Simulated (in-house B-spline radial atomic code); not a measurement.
Configurations of the chromium ion Cr⁺, with energies counted from [Ar] 3d5. Level of theory: scalar-relativistic (X2C) TPSS, spin-polarised, spherical fractional occupations, Fermi nucleus of rms radius 3.6452 fm; calculated with a B-spline radial code for spherical atoms. Shells without spins written out take the highest spin.

Occupations are held fixed; configurations that lie above the ionisation limit could autoionise.

| configuration | E - E(ref) (eV) | highest orbital | its <r> (bohr) |
| --- | --- | --- | --- |
| [Ar] 3d(1 up, 4 down) | 3.3306 | 3d up | 1.494 |
| [Ar] 3d4 4p1 | 6.4209 | 4p up | 3.516 |
| [Ar] 3d4 4d1 | 11.302 | 4d up | 5.775 |
| [Ne] 3s2 3p(2 up, 3 down) 3d(1 up, 5 down) | 42.645 | 3d up | 1.534 |
| [Ne] 3s2 3p5 3d5 4p1 | 45.008 | 4p up | 3.474 |
| [Ne] 3s2 3p(3 up, 2 down) 3d(2 up, 3 down) 4f(1 up, 0 down) | 61.672 | 4f up | 8.649 |

(1) Order these further configurations by energy, lowest first.
A. [Ar] 3d4 4f1
B. [Ar] 3d4 4s1
C. [Ne] 3s2 3p5 3d5 4s1
D. [Ne] 3s2 3p5 3d5 4d1
E. [Ne] 3s2 3p(3 up, 2 down) 3d(1 up, 4 down) 4p(0 up, 1 down)

(2) How far above the reference does [Ne] 3s2 3p(3 up, 2 down) 3d(2 up, 3 down) 4s(0 up, 1 down) lie?

(3) How far above the reference does [Ne] 3s2 3p5 3d5 4f1 lie?

Results:

(1) B (1.7625 eV), A (13.535 eV), C (40.249 eV), D (49.976 eV), E (53.537 eV).

(2) 49.974 eV; its least bound orbital is 4s down with <r> = 2.856 bohr.

(3) 52.253 eV; its least bound orbital is 4f up with <r> = 8.64 bohr.
